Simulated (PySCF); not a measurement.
C3H6BrF, SMILES CC[C@H](F)Br. Coordinates come from a PBE-D3(BJ)/def2-SVP optimisation. The structure was generated by enumeration; whether it is a known compound was not checked. The values are those of a single conformer.

Computed equilibrium geometry at PBE-D3(BJ)/def2-SVP (PySCF confirms it by a frequency run) as a Z-matrix (one conformer of several):
```
C
H 1 1.1094
H 1 1.1134 2 106.52
C 1 1.5171 2 107.89 3 113.08
F 4 1.3662 1 110.87 2 -179.08
H 4 1.1087 5 108.89 1 -124.90
C 1 1.5270 2 111.51 3 -120.27
H 7 1.1072 1 110.74 2 60.40
H 7 1.1075 8 108.20 1 -121.47
H 7 1.1081 8 108.26 9 -116.71
Br 4 1.9923 6 103.57 5 115.44
```
Charge 0, spin multiplicity 1.
